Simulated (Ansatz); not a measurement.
Ansatz (a program for electronic structure) input:

Ansatz 0.2 input:
```yaml
crystal:
  periodic: [false, false, false]
  atoms:
    - {symbol: Cu, position_ang: [-0.49724763, -0.38337569, -0.58016929]}
    - {symbol: F, position_ang: [0.42498364, 0.37523539, 0.65545820]}
basis:
  gaussian:
    orbitals: def2-TZVP
hamiltonian:
  xc: b3lyp
  dispersion: d3bj
total_charge: 1
magnetization: {spin_polarized: true, initial_magnetization: 1}
relax: {f_tol: 0.002, max_steps: 150}
```

Question: Predict the final energy.

Answer: -1740.06846 Eh (B3LYP-D3(BJ)/def2-TZVP). The basis has 76 functions.

The spin state was set by rule; other spins were not relaxed.
